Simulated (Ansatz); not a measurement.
Spectroscopic constants of Si₂-, multiplicity 4 (an upper state: multiplicity 2 came lower at CCSD(T)/def2-TZVPP on PBE0 minima).

Constants: fifth-degree fit in 1/R to seven points, most abundant isotopes. Runs in def2 and cc sets follow the lowest solution found near the PBE0 minimum.

Frozen-core correlation.

The values were computed with Ansatz (a program for electronic structure). Each number belongs to the level named beside it.

Energies at CCSD/def2-TZVPP:

```tsv
R (Å)	E (hartree)
2.243969	-577.96522337
2.304290	-577.96856417
2.359786	-577.97012940
2.422521	-577.97049656
2.485256	-577.96967506
2.557642	-577.96758154
2.642092	-577.96398393
```

Problem. With a reduced mass of 13.9885 u, find the minimum, the force constant and the constants.

Solution. A fifth-degree polynomial in 1/R puts the minimum at r_e = 2.4084 Å with force constant 138 N/m. Then ω_e = (1/2πc)√(k/μ) = 410 cm⁻¹ and B_e = h/(8π²cμr_e²) = 0.2078 cm⁻¹; the cubic and quartic terms give α_e = 0.0013 and ω_e x_e = 1.7 cm⁻¹.
